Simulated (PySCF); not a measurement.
# Basis-set dependence of AsF at PBE

PySCF, UKS reference; triplet, unpaired electrons π ↑↑; De to As + F without counterpoise correction.

```csv
basis,relativity,functions,Re (Å),ωe (cm⁻¹),De (eV),μ (D)
def2-SVP,no relativity,46,1.772,671,4.53,-1.57
def2-TZVPP,no relativity,79,1.768,654,4.62,-1.61
def2-TZVPPD,no relativity,94,1.771,649,4.64,-1.57
```

(1) How does each smaller set differ from the one with most functions, def2-TZVPPD?

A positive dipole means As(−)F(+). Spin–orbit coupling is left out. The state is the lowest determinant that a PBE0 search found; another state may lie lower at other levels.

## Answers

(1) def2-SVP: +0.1 pm, +3.4 % in ωe, -0.11 eV in De; def2-TZVPP: -0.3 pm, +0.8 % in ωe, -0.02 eV in De. All at PBE; the set with most functions is neither the basis-set limit nor always the best.
